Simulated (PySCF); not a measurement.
Compound: C₈H₉N (charge +1 and doublet state).
Geometry (GFN2-xTB, Å), atoms numbered from 1 in this order:
```
atom  x, y, z in Å
C1     2.8530    0.3272   -0.4123
C2     1.8152   -0.3587    0.0970
C3     0.4374    0.0552    0.0317
C4     0.0842    1.3914   -0.1771
C5    -1.2319    1.8004   -0.1894
C6    -2.2727    0.8690    0.0043
C7    -1.9799   -0.4485    0.2089
C8    -0.6351   -0.9018    0.2172
N9    -0.3971   -2.2022    0.3589
H10    2.7321    1.2392   -0.9717
H11    3.8603   -0.0383   -0.3089
H12    2.0287   -1.2932    0.6005
H13    0.8647    2.1255   -0.2948
H14   -1.4714    2.8424   -0.3331
H15   -3.2977    1.2044   -0.0119
H16   -2.7673   -1.1720    0.3581
H17   -1.1673   -2.8471    0.4703
H18    0.5360   -2.5865    0.3405
```

The hyperfine couplings belong to this conformer and change with its torsions.

As a line formula: `C=CC1=CC=CC=C1[NH2+]` [radical] (charge +1).

Theory: UKS B3LYP, pcH-1 on C H N, non-relativistic, mean-field spin-orbit, GIAO in PySCF. Isolated species at its GFN2-xTB geometry (one conformer only). Couplings are sensitive to structure, and on GFN2-xTB geometries they can be far from those on DFT ones, by a factor of two or more for some ions and for spin on atoms past the first row. The frame is twisted about the C2–C3 bond at this geometry (dihedral H12–C2–C3–C8 = -20°); couplings at other torsion angles weren't computed. No stability test was run, so a lower SCF solution isn't excluded. ⟨S²⟩ is 0.773 where a pure state has 0.75.

Principal values of hyperfine tensors in MHz (contact and dipolar terms together), for some of the nuclei:

```tsv
atom	isotope	A1	A2	A3
H17	1H	-40.65	-28.33	-1.61
H18	1H	-39.93	-28.06	-2.05
C5	13C	-0.12	1.29	66.48
C4	13C	-39.50	-13.66	-12.37
C3	13C	-1.35	0.71	64.98
C1	13C	0.74	1.23	58.99
C2	13C	-27.91	-16.43	-12.90
H11	1H	-25.45	-17.32	-5.86
```

(1) Give the isotropic coupling of each nucleus in MHz and in mT (g = 2.0027), and the anisotropic part.

(2) What spin density at the nucleus of C3 lies behind its contact coupling (g_N = 1.40482)?

(3) H14 (1H, g_N = 5.58569) isn't in the table. Its spin density at the nucleus is -0.004159 bohr⁻³. What is its contact coupling?

(4) In a single crystal, with the field along each principal axis of the tensor of H18 in turn, what first-order splitting does this nucleus give (isotropic g, quadrupole terms neglected)?

Answers

(1) a_iso is a third of the trace, T = A − a_iso, and a(mT) = a(MHz)/(g × 13.996).

| atom | a_iso (MHz) | a_iso (mT) | T1 | T2 | T3 |
| --- | --- | --- | --- | --- | --- |
| H17 | -23.53 | -0.839 | -17.12 | -4.80 | 21.92 |
| H18 | -23.34 | -0.833 | -16.58 | -4.71 | 21.30 |
| C5 | 22.55 | 0.804 | -22.67 | -21.26 | 43.93 |
| C4 | -21.84 | -0.779 | -17.66 | 8.18 | 9.48 |
| C3 | 21.45 | 0.765 | -22.80 | -20.74 | 43.53 |
| C1 | 20.32 | 0.725 | -19.58 | -19.09 | 38.67 |
| C2 | -19.08 | -0.681 | -8.83 | 2.65 | 6.18 |
| H11 | -16.21 | -0.578 | -9.24 | -1.11 | 10.35 |

(2) a_FC = (2μ0/3) gₑ μB g_N μN ρ(0)/(2S·h) = 800.24 MHz × g_N × ρ(0)/(2S), with ρ in bohr⁻³. With a_FC = 21.45 MHz and 2S = 1, ρ(0) = 0.01908 bohr⁻³.

(3) By the same relation, a_FC = -18.59 MHz. Its full tensor has the principal values -29.48, -19.85, -6.44 MHz.

(4) 2 lines (I = 1/2), spaced by |A_i|/(g × 13.996): 1.42, 1.00, 0.07 mT along the axes of A1, A2 and A3.

Hardware: one thread of an Arm Neoverse V2, on a shared host. Cost: 1.8 min wall (grids of density and orbitals included), 1.2 GiB resident at most.
